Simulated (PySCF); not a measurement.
**C$_{4}$H$_{12}$N$_{2}$Si: full NMR table**

```
Formula                               : C4H12N2Si
SMILES                                : CC/C(C)=N\N[SiH3]
InChI                                 : InChI=1S/C4H12N2Si/c1-3-4(2)5-6-7/h6H,3H2,1-2,7H3/b5-4-
Point group of the computed structure : C1
Degrees of unsaturation               : 1
Carbon signals                        : 4
Proton signals                        : 5
```

Numbering as in the mapped SMILES `[CH3:1][CH2:2]/[C:3]([CH3:4])=[N:5]\[NH:6][SiH3:7]` (H(Xn): hydrogen on atom n).

Isolated molecule, single conformer, relativity neglected, one averaged value for each set of equivalent atoms. Geometry: GFN2-xTB; PBE0/pcSseg-1 with gauge-including orbitals; PySCF 2.14.

Referencing at the same level of theory: ¹H and ¹³C and ²⁹Si against TMS; NH3 for ¹⁵N.

```tsv
carbon	δC, type	δH (multiplicity)	HMBC from (2–3 bonds)	span of the C tensor (ppm)
C1	10.7, CH3	0.99 (t)	H(C2)	24
C2	23.1, CH2	2.06 (q)	H(C4), H(C1)	32
C3	145.1, C	–	H(C2), H(C4), H(C1)	181
C4	27.9, CH3	2.01 (s)	H(C2)	54
```

Other nuclei:
```tsv
atoms	nucleus	environment	δ (ppm)	σ (ppm)
H(Si7)	¹H	hydrogen on a silicon bonded to N	4.80	26.91
H(N6)	¹H	hydrogen on a nitrogen bonded to O or N	4.57	27.15
Si7	²⁹Si	silicon bonded to N, 3 H	-58.6	407.8
N5	¹⁵N	imine nitrogen	357.4	-89.6
N6	¹⁵N	nitrogen bonded to O or N	105.5	162.2
```

Carbon types of the structure: 1 × C, 1 × CH2, 2 × CH3, leaving 4 H on heteroatoms. δC 145.1: C=N carbon. δC 27.9, 10.7: methyl carbon; a saturated carbon with 1 carbon neighbour and no heteroatom attached. δC 23.1: sp3 CH2; a saturated carbon with 2 carbon neighbours and no heteroatom attached. δH 4.57: hydrogen on a nitrogen bonded to O or N; exchangeable; this is the value without hydrogen bonding to other molecules. δH 2.01, 0.99: hydrogen on a methyl carbon.

OH/NH shifts are gas-phase values; hydrogen bonding in solution moves them, usually downfield. Shifts are as computed. Against solution values, carbons near 30 ppm lie about +3 ppm off and those near 130 ppm about +5 ppm. Of 1211 compounds with measured shifts, 218 miss one by over three times the rms of a fit or turn the order of signals round; such compounds aren't used in these exercises. Experimental scales use liquid or dissolved standards, which lie at an offset from isolated NH3 (liquid NH3: subtract about 20 ppm). Unscaled 15N shifts of sp2 nitrogen come out 20 to 40 ppm too high even then. No couplings were computed; multiplicities are counted from neighbouring protons, with m where these are inequivalent, close in shift, in a saturated or five-membered ring or joined by F or P, and br s for small geminal =CH2 splittings.
